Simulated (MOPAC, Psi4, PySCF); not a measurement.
Approach curve of the dimer Br2 ··· H3O+ (SMILES BrBr and [OH3+]) (charge +1). Monomers: optimised at B3LYP-D3(BJ) (def2-TZVP), held rigid. Orientation: a random orientation, not optimised. Only R, the distance of the centres of mass, is varied, so the lowest point isn't the relaxed dimer.

Geometry at R = 4.89 Å (first 2 atoms: monomer A):
```
6

Br     1.1579     0.0000     0.0000
Br    -1.1579     0.0000     0.0000
O      4.8805    -0.2948    -0.4358
H      4.3691    -0.9755     0.0518
H      5.5817     0.1275     0.1052
H      4.3153     0.3498    -0.9130
```

Levels of theory: PBE0-D3(BJ)/def2-TZVP, counterpoise-corrected (Psi4); RHF/LANL2DZ = PySCF with restricted Hartree-Fock/LANL2DZ, with its core potentials past Ne, no counterpoise correction; PM7, restricted, heats of formation (MOPAC); SAPT0/jun-cc-pVDZ, frozen core (Psi4).

Interaction energies in kcal/mol:

```json
[
 {"R / Å": "4.25", "PBE0-D3(BJ)/def2-TZVP": "-1.60", "RHF/LANL2DZ": "-0.35", "PM7": "0.78"},
 {"R / Å": "4.52", "PBE0-D3(BJ)/def2-TZVP": "-1.39", "RHF/LANL2DZ": "-1.26", "PM7": "-0.23"},
 {"R / Å": "4.70", "PBE0-D3(BJ)/def2-TZVP": "-1.05", "RHF/LANL2DZ": "-1.28", "PM7": "-0.57"},
 {"R / Å": "4.89", "PBE0-D3(BJ)/def2-TZVP": "-0.67", "RHF/LANL2DZ": "-1.11", "PM7": "-0.76"},
 {"R / Å": "5.05", "PBE0-D3(BJ)/def2-TZVP": "-0.39", "RHF/LANL2DZ": "-0.93", "PM7": "-0.85"},
 {"R / Å": "5.26", "PBE0-D3(BJ)/def2-TZVP": "-0.08", "RHF/LANL2DZ": "-0.69", "PM7": "-0.90"},
 {"R / Å": "5.61", "PBE0-D3(BJ)/def2-TZVP": "0.26", "RHF/LANL2DZ": "-0.38", "PM7": "-0.93"},
 {"R / Å": "5.86", "PBE0-D3(BJ)/def2-TZVP": "0.41", "RHF/LANL2DZ": "-0.23", "PM7": "-0.91"},
 {"R / Å": "6.38", "PBE0-D3(BJ)/def2-TZVP": "0.52", "RHF/LANL2DZ": "-0.05", "PM7": "-0.77"},
 {"R / Å": "7.09", "PBE0-D3(BJ)/def2-TZVP": "0.50", "RHF/LANL2DZ": "0.04", "PM7": "-0.58"},
 {"R / Å": "8.12", "PBE0-D3(BJ)/def2-TZVP": "0.40", "RHF/LANL2DZ": "0.07", "PM7": "-0.39"},
 {"R / Å": "9.37", "PBE0-D3(BJ)/def2-TZVP": "0.29", "RHF/LANL2DZ": "0.07", "PM7": "-0.21"}
]
```

### Question
Predict the corresponding SAPT0/jun-cc-pVDZ column.

### Answer
4.25: 0.95; 4.52: 0.33; 4.70: 0.31; 4.89: 0.40; 5.05: 0.49; 5.26: 0.59; 5.61: 0.68; 5.86: 0.70; 6.38: 0.67; 7.09: 0.57; 8.12: 0.42; 9.37: 0.30 (kcal/mol).
